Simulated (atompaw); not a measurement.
## u(r) = r·R(r): atom against pseudo-atom (Zr (Z = 40))

Columns: radius, all-electron u(r) and pseudo u(r) of the 4s shell (level -54.52 eV) of zirconium in the configuration [Ar] 3d10 4s2 4p6 4d2 5s2 5p0; LDA (PW92), scalar-relativistic, PAW (atompaw) scheme, atompaw 4.2.0.5.

| r (bohr) | all-electron | pseudo |
| --- | --- | --- |
| 0.085 | 0.3051 | 0.1265 |
| 0.169 | 0.1364 | 0.2507 |
| 0.254 | -0.3623 | 0.3746 |
| 0.338 | -0.5621 | 0.4940 |
| 0.423 | -0.4506 | 0.6100 |
| 0.508 | -0.1672 | 0.7190 |
| 0.592 | 0.1598 | 0.8172 |
| 0.677 | 0.4645 | 0.9040 |
| 0.762 | 0.7085 | 0.9752 |
| 0.846 | 0.8808 | 1.0274 |
| 0.931 | 0.9893 | 1.0597 |
| 1.015 | 1.0413 | 1.0701 |
| 1.100 | 1.0495 | 1.0587 |
| 1.185 | 1.0247 | 1.0266 |
| 1.269 | 0.9774 | 0.9776 |
| 1.354 | 0.9147 | 0.9147 |
| 1.438 | 0.8445 | 0.8445 |
| 1.523 | 0.7698 | 0.7698 |
| 1.608 | 0.6950 | 0.6950 |
| 1.692 | 0.6232 | 0.6232 |
| 1.777 | 0.5544 | 0.5544 |
| 1.862 | 0.4905 | 0.4905 |
| 1.946 | 0.4325 | 0.4325 |
| 2.031 | 0.3792 | 0.3792 |
| 2.115 | 0.3318 | 0.3318 |
| 2.200 | 0.2890 | 0.2890 |

(1) How many radial nodes do the two functions have?

(2) At about which radius was the pseudo-wave matched?

(3) Is the pseudo-wave norm-conserving?

## Answers

(1) The all-electron 4s function has n − l − 1 = 3 (the table is too coarse to show those close to the nucleus); the pseudo-wave has 0, since the states of the same l below it are removed with the core.

(2) 1.40 bohr. The columns agree to 0.0005 from 1.27 bohr on; several derivatives are matched, so the curves merge somewhat inside the radius.

(3) No, it belongs to a PAW set: the norm inside the radius is not constrained, and the difference is carried by the augmentation charge.
